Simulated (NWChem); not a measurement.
System: MoHSO2F; SMILES [Mo]([OH])(=[O])([F])=[S]

The following NWChem deck was run.

```
start job
memory heap 200 mb stack 900 mb global 1100 mb
geometry units angstroms noautoz
  Mo     0.004459    -0.141475    -0.032821
  O      0.108488    -0.702388     1.528403
  S     -0.086715     1.964906     0.035899
  F     -1.517095    -0.802501    -0.829934
  O      1.519342    -0.642380    -0.972857
  H      2.199208    -1.254294    -0.661898
end
basis spherical
  * library def2-svp
end
ecp
  Mo library def2-ecp
end
dft
  xc m06
  iterations 150
  mulliken
end
task dft energy
```

NWChem printed, in part:

```
             Northwest Computational Chemistry Package (NWChem) 7.3.0
             --------------------------------------------------------

 C1  symmetry detected

                             Geometry "geometry" -> ""
                             -------------------------

 Output coordinates in angstroms (scale by  1.889725989 to convert to a.u.)

  No.       Tag          Charge          X              Y              Z
 ---- ---------------- ---------- -------------- -------------- --------------
    1 Mo                  42.0000    -0.00229000    -0.21248063     0.04400701
    2 O                    8.0000     0.19642191    -0.60459422     1.64701241
    3 S                   16.0000    -0.05203195     1.89067110    -0.11141056
    4 F                    9.0000    -1.58512376    -0.91786655    -0.57610513
    5 O                    8.0000     1.43722007    -0.84862014    -0.93199570
    6 H                    1.0000     2.12566904    -1.44003737    -0.60091309

 Effective nuclear repulsion energy (a.u.)     602.4242957640

                                 NWChem DFT Module
                                 -----------------

 Summary of "ao basis" -> "ao basis" (spherical)
 ------------------------------------------------------------------------------
       Tag                 Description            Shells   Functions and Types
 ---------------- ------------------------------  ------  ---------------------
 Mo                         def2-svp                11       31   5s3p2d1f
 O                          def2-svp                 6       14   3s2p1d
 S                          def2-svp                 8       18   4s3p1d
 F                          def2-svp                 6       14   3s2p1d
 H                          def2-svp                 3        5   2s1p

            General Information
            -------------------
          SCF calculation type: DFT
          Wavefunction type:  closed shell.
          No. of atoms     :     6
          No. of electrons :    56
           Alpha electrons :    28
            Beta electrons :    28
          Charge           :     0
          Spin multiplicity:     1
          Use of symmetry is: off; symmetry adaption is: off
          Maximum number of iterations: 150
          AO basis - number of functions:    96
                     number of shells:    40
          Convergence on energy requested:  1.00D-06
          Convergence on density requested:  1.00D-05
          Convergence on gradient requested:  5.00D-04

              XC Information
              --------------
                          M06 Method XC Functional
                     Hartree-Fock (Exact) Exchange  0.270
                           M06 Exchange Functional  1.000
                         M06 Correlation Potential  1.000

             Grid Information
             ----------------
          Grid used for XC integration:  medium
          Radial quadrature: Mura-Knowles
          Angular quadrature: Lebedev.
          Tag              B.-S. Rad. Rad. Pts. Rad. Cut. Ang. Pts.
          ---              ---------- --------- --------- ---------
          Mo                  1.45      123           9.0       590
          O                   0.60       49           9.0       434
          S                   1.00       88          11.0       590
          F                   0.50       49          10.0       434
          H                   0.35       45          11.0       434
          Grid pruning is: on
          Number of quadrature shells:   403
          Spatial weights used:  Erf1

      Superposition of Atomic Density Guess
      -------------------------------------

 Sum of atomic energies:        -723.81340450

      Non-variational initial energy
      ------------------------------

 Total energy =    -714.183088
 1-e energy   =   -1559.682584
 2-e energy   =     569.068904
 HOMO         =      -0.347404
 LUMO         =      -0.042451

     ---------------------------------------------
      Total Density - Mulliken Population Analysis
     ---------------------------------------------

    Atom       Charge   Shell Charges
 -----------   ------   -------------------------------------------------------
    1 Mo  14    11.03  -0.39  1.55  0.87  0.25  0.05  5.95  0.29  0.11  1.89  0.37  0.08
    2 O    8     9.04   1.99  1.16  0.75  3.16  1.97  0.01
    3 S   16    16.81   2.00  1.99  1.25  0.65  5.94  1.95  3.00  0.03
    4 F    9     9.65   1.99  1.15  0.81  3.53  2.16  0.00
    5 O    8     8.84   1.99  1.10  0.67  3.09  1.97  0.00
    6 H    1     0.63   0.51  0.06  0.06

   convergence    iter        energy       DeltaE   RMS-Dens  Diis-err
 ---------------- ----- ----------------- --------- --------- ---------
 d= 0,ls=0.0,diis     1   -716.4390554412 -9.93D+02  5.81D-02  4.23D+00
 d= 0,ls=0.0,diis     2   -708.6637321752  7.78D+00  4.97D-02  5.81D+01
 d= 0,ls=0.0,diis     3   -716.7171753247 -8.05D+00  1.13D-02  2.76D+00
 d= 0,ls=0.0,diis     4   -716.9533161829 -2.36D-01  3.31D-03  3.87D-01
 d= 0,ls=0.0,diis     5   -716.9808366070 -2.75D-02  2.37D-03  6.90D-02
  Resetting Diis
 d= 0,ls=0.0,diis     6   -716.9879747871 -7.14D-03  8.87D-04  1.21D-02
 d= 0,ls=0.0,diis     7   -716.9892124874 -1.24D-03  1.13D-03  2.00D-03
 d= 0,ls=0.0,diis     8   -716.9871611244  2.05D-03  9.24D-04  1.88D-02
 d= 0,ls=0.0,diis     9   -716.9893951117 -2.23D-03  1.29D-04  5.21D-04
 d= 0,ls=0.0,diis    10   -716.9894486945 -5.36D-05  3.39D-05  1.36D-05
 d= 0,ls=0.0,diis    11   -716.9894492198 -5.25D-07  2.12D-05  7.00D-06
 d= 0,ls=0.0,diis    12   -716.9894500262 -8.06D-07  6.42D-06  6.32D-07

         Total DFT energy =     -716.989450026186
      One electron energy =    -1563.263407529235
           Coulomb energy =      631.182664472090
    Exchange-Corr. energy =      -61.339299198537
 Nuclear repulsion energy =      276.430592229496

 Numeric. integr. density =       56.000003113881

                       DFT Final Molecular Orbital Analysis
                       ------------------------------------

 Vector   26  Occ=2.000000D+00  E=-3.520968D-01
              MO Center=  6.2D-02,  1.2D+00,  2.0D-02, r^2= 3.0D+00
   Bfn.  Coefficient  Atom+Function         Bfn.  Coefficient  Atom+Function
  ----- ------------  ---------------      ----- ------------  ---------------
    57      0.405891  3 S  py                54      0.366691  3 S  py
    19      0.328669  1 Mo d  2               2      0.225182  1 Mo s
     4     -0.215905  1 Mo s                 51      0.208816  3 S  py
    36     -0.191247  2 O  py                49      0.188308  3 S  s
     7      0.183371  1 Mo py                48      0.142772  3 S  s

 Vector   27  Occ=2.000000D+00  E=-3.130301D-01
              MO Center=  4.2D-02,  1.1D+00, -1.4D-01, r^2= 2.8D+00
   Bfn.  Coefficient  Atom+Function         Bfn.  Coefficient  Atom+Function
  ----- ------------  ---------------      ----- ------------  ---------------
    56      0.493191  3 S  px                53      0.381232  3 S  px
    15      0.294750  1 Mo d -2              50      0.216068  3 S  px
     6     -0.152497  1 Mo px                81     -0.136723  5 O  px
    82     -0.125689  5 O  py                 9      0.118835  1 Mo px
    84     -0.110972  5 O  px                85     -0.107118  5 O  py

 Vector   28  Occ=2.000000D+00  E=-2.943054D-01
              MO Center=  1.3D-02,  1.3D+00,  1.2D-01, r^2= 2.7D+00
   Bfn.  Coefficient  Atom+Function         Bfn.  Coefficient  Atom+Function
  ----- ------------  ---------------      ----- ------------  ---------------
    58      0.530122  3 S  pz                55      0.400812  3 S  pz
    52      0.226492  3 S  pz                36     -0.211584  2 O  py
    39     -0.173026  2 O  py                16      0.166141  1 Mo d -1
    37     -0.164653  2 O  pz                 8     -0.127228  1 Mo pz
    40     -0.121630  2 O  pz                57      0.094290  3 S  py

 Vector   29  Occ=0.000000D+00  E=-1.130774D-01
              MO Center=  8.0D-03,  3.1D-02,  3.1D-03, r^2= 2.5D+00
   Bfn.  Coefficient  Atom+Function         Bfn.  Coefficient  Atom+Function
  ----- ------------  ---------------      ----- ------------  ---------------
    16      0.508373  1 Mo d -1              19     -0.455317  1 Mo d  2
    15      0.348077  1 Mo d -2              17      0.272487  1 Mo d  0
    58     -0.230820  3 S  pz                56     -0.221476  3 S  px
    36     -0.160966  2 O  py                83      0.158024  5 O  pz
    68     -0.155198  4 F  py                39     -0.150859  2 O  py

 Vector   30  Occ=0.000000D+00  E=-1.101817D-01
              MO Center=  6.8D-02,  2.0D-01,  4.7D-02, r^2= 2.6D+00
   Bfn.  Coefficient  Atom+Function         Bfn.  Coefficient  Atom+Function
  ----- ------------  ---------------      ----- ------------  ---------------
    15      0.606033  1 Mo d -2              18      0.375798  1 Mo d  1
    56     -0.352184  3 S  px                16     -0.327726  1 Mo d -1
    35      0.196794  2 O  px                53     -0.195482  3 S  px
    19      0.193182  1 Mo d  2              38      0.173786  2 O  px
    58      0.160704  3 S  pz                82     -0.146953  5 O  py

 Vector   31  Occ=0.000000D+00  E=-6.552849D-02
              MO Center=  3.0D-01, -1.7D-01,  7.0D-02, r^2= 3.5D+00
   Bfn.  Coefficient  Atom+Function         Bfn.  Coefficient  Atom+Function
  ----- ------------  ---------------      ----- ------------  ---------------
    18      0.475466  1 Mo d  1              80     -0.427178  5 O  s
    57     -0.351767  3 S  py                19      0.334158  1 Mo d  2
     5      0.331639  1 Mo s                 17      0.307278  1 Mo d  0
    16      0.283224  1 Mo d -1               4     -0.241452  1 Mo s
    93      0.233947  6 H  s                 15     -0.222940  1 Mo d -2

     ---------------------------------------------
      Total Density - Mulliken Population Analysis
     ---------------------------------------------

    Atom       Charge   Shell Charges
 -----------   ------   -------------------------------------------------------
    1 Mo  14    13.04  -0.40  1.62  0.82  0.25 -0.01  6.00  0.50  0.14  3.47  0.54  0.10
    2 O    8     8.32   1.99  1.14  0.77  2.75  1.65  0.01
    3 S   16    16.10   2.00  1.99  1.32  0.58  5.92  1.80  2.46  0.04
    4 F    9     9.36   1.99  1.14  0.83  3.32  2.08  0.00
    5 O    8     8.44   1.99  1.08  0.70  2.87  1.79  0.01
    6 H    1     0.74   0.65  0.03  0.07

     -------------------------------------------
      Total Density - Lowdin Population Analysis
     -------------------------------------------

    Atom       Charge   Shell Charges
 -----------   ------   -------------------------------------------------------
    1 Mo  14    14.02   0.00  0.98  0.93  0.31  0.12  5.63  0.97  0.35  3.20  1.38  0.15
    2 O    8     8.10   1.98  0.99  0.66  2.63  1.81  0.02
    3 S   16    15.73   2.00  1.96  1.00  0.65  5.81  1.89  2.39  0.05
    4 F    9     9.16   1.98  1.03  0.75  3.21  2.18  0.01
    5 O    8     8.12   1.97  0.89  0.59  2.72  1.94  0.01
    6 H    1     0.86   0.53  0.15  0.18

     Multipole analysis of the density
     ---------------------------------

     L   x y z        total         alpha         beta         nuclear
     -   - - -        -----         -----         ----         -------
     0   0 0 0      0.000000    -28.000000    -28.000000     56.000000

     1   1 0 0      0.822532      0.350681      0.350681      0.121169
     1   0 1 0     -0.589124     -5.915984     -5.915984     11.242845
     1   0 0 1     -0.218182      1.055166      1.055166     -2.328513

     2   2 0 0    -35.820389    -96.489465    -96.489465    157.158541
     2   1 1 0     -3.567433      2.217880      2.217880     -8.003193
     2   1 0 1     -0.570092      1.670130      1.670130     -3.910352
     2   0 2 0    -36.505027   -154.252585   -154.252585    272.000143
     2   0 1 1      0.409208     -0.660227     -0.660227      1.729661
     2   0 0 2    -41.075451    -78.074727    -78.074727    115.074002
```

Level: M06/def2-SVP with def2 effective core potentials on Mo. All runs use the structure optimised with PBE0/def2-SVP. def2 effective core potentials on Mo; no spin-orbit coupling.
